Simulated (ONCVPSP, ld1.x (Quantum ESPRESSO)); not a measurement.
# Potentials for platinum (Pt) compared

Generated with ld1.x 7.5 (TM, RRKJ, ultrasoft, PAW), atompaw 4.2 or ONCVPSP 4.0.1. The cutoff is in Ry: for ld1.x and atompaw files where the sum of valence levels is converged to 10 mRy in a Bessel basis, for ONCV files where the hardest occupied wave has 1 mHa per electron of residual kinetic energy. The error is the largest all-electron minus pseudo excitation energy over each file’s own four to seven test configurations (ionisations up to +4, promotions, holes and added fractions of an electron), all of which were solved. The labels leave out finer settings (local radius, basis sizes, second energies), which also bear on the numbers. Spin-polarised tests are not counted. The rows are a selection from randomly drawn settings: files with unsolved tests, undetermined cutoffs or missed reference levels are left out.

A true bound ghost makes a file unfit for plane-wave use even where its test errors are small: the radial tests pick states by their node count and pass the ghost by.

```csv
potential,cutoff (Ry),largest error (meV),bound ghosts
"TM semilocal, PBE, scalar-relativistic, rc 1.80/2.60/1.65 (spd), local d, core correction no, reference 5d9 6s0.5 6p0",40,-40,none
"ONCV, PBE, fully relativistic, rc 1.34/1.55/1.65/0.95 (spdf), local smoothed, core correction yes, reference 4f14 5s2 5p6 5d9 6s1, qcut 6.8/9.4/5.4/17.5, projectors 2/1/1/2",281,-69,"s, p3/2, p1/2"
"ONCV, LDA (Perdew-Zunger), scalar-relativistic, rc 1.65/1.85/1.65 (spd), local smoothed, core correction no, reference 5s2 5p6 5d9.5 6s0.5, qcut 8.8/6.1/7, projectors 2/2/2",50,-4.4,none
"ONCV, PBE, scalar-relativistic, rc 1.70/1.05/1.75 (spd), local smoothed, core correction yes, reference 5s2 5p6 5d9 6s1, qcut 6.7/7.8/8.3, projectors 3/3/2",192,-92,"s, p"
"ONCV, LDA (Perdew-Zunger), scalar-relativistic, rc 1.60/1.65/1.65 (spd), local smoothed, core correction yes, reference 5s2 5p6 5d9 6s1, qcut 6.6/6.6/5, projectors 2/2/2",114,-21,none
"ONCV, PBEsol, scalar-relativistic, rc 1.70/1.10/2.00 (spd), local smoothed, core correction no, reference 5s2 5p6 5d9 6s1, qcut 8.2/8.8/6.6, projectors 2/2/2",73,-12,none
```

Fill in the row for Pt: ONCV, LDA (Perdew-Zunger), fully relativistic, rc 1.50/1.50/1.90 (spd), local smoothed, core correction yes, reference 5s2 5p6 5d9, qcut 7.1/10.8/7.2, projectors 2/2/2.

cutoff 69 Ry, largest error -34 meV, bound ghosts: none.

Fill in the row for Pt: TM, LDA (PZ), scalar-relativistic, rc 1.85/1.20/1.30 (spd), local s, core correction yes, reference 5p6 5d9 6s0.5 6p0.

cutoff 120 Ry, largest error -566 meV, bound ghosts: none.
